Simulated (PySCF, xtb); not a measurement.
C₅H₆O, SMILES C#CC(=C)OC.

The structure is a stationary point at B3LYP-D3(BJ)/def2-SVP. The values are those of a single conformer.

Calculation: C-PCM-ωB97X/def2-SVP (PySCF).

The values are the electrostatic part of the solvation free energy, E(continuum) − E(gas) at the gas-phase geometry, in a cavity of scaled van der Waals radii (PySCF's table); cavitation and dispersion terms are not included. In vacuum the orbital gap is 10.16 eV. The dipole moment in vacuum is 1.70 D.

| solvent | ε | ΔG(elec) (kcal/mol) | dipole (D) | gap (eV) |
|---|---|---|---|---|
| water | 78.36 | -4.3 | 2.22 | 10.20 |
| chlorobenzene | 5.70 | [?] | [?] | [?] |
| n-hexane | 1.88 | -1.9 | 1.91 | 10.18 |

**Question.** Fill in the missing entries. (The exact figures need the calculation; the answer reports its results.)

**Answer.** 
- chlorobenzene, ΔG(elec) (kcal/mol): -3.5
- chlorobenzene, dipole (D): 2.11
- chlorobenzene, gap (eV): 10.19

For comparison, GFN2-xTB/ALPB(water) (xtb, at the GFN2-xTB geometry, all terms of that model) gives -1.7 kcal/mol.
